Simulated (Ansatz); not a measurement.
CH₄AlClO, SMILES `C[O][AlH][Cl]`, relaxed with RKS PBE-D4/def2-SVP in Ansatz from a rough embedded geometry. The force threshold is 0.03 eV/Å; the program also tests the step.

The species carries charge 0 and has multiplicity 1.

Start:

```xyz
8

C     0.343   -0.877   -0.729
O    -0.236   -0.838    0.541
Al   -0.358    0.928    1.068
Cl   -2.056    2.114    0.633
H     0.341   -1.990   -1.037
H    -0.353   -0.410   -1.500
H     1.363   -0.518   -0.792
H     0.955    1.591    1.817
```

```csv
step,energy (eV),largest force (eV/Å),largest move (Å)
1,-22250.0365,3.006,0.000
2,-22250.3030,1.438,0.077
3,-22250.4031,0.640,0.105
4,-22250.4871,0.218,0.158
5,-22250.5460,0.289,0.195
6,-22250.5961,0.186,0.200
7,-22250.6366,0.155,0.200
8,-22250.6593,0.324,0.195
9,-22250.6661,0.271,0.041
10 (rejected),-22250.6356,0.740,0.193
11,-22250.6761,0.190,0.097
12,-22250.6815,0.095,0.098
13,-22250.6828,0.012,0.020
```

End:

```xyz
8

C     0.335   -0.919   -0.871
O     0.530   -0.204    0.322
Al   -0.213    1.055    1.194
Cl   -1.975    1.948    0.434
H     0.201   -2.003   -0.655
H    -0.554   -0.573   -1.446
H     1.227   -0.820   -1.529
H     0.449    1.515    2.550
```

It took 16 s on 2 threads of a server CPU on a shared host, with 0.17 GiB of host memory at the peak.
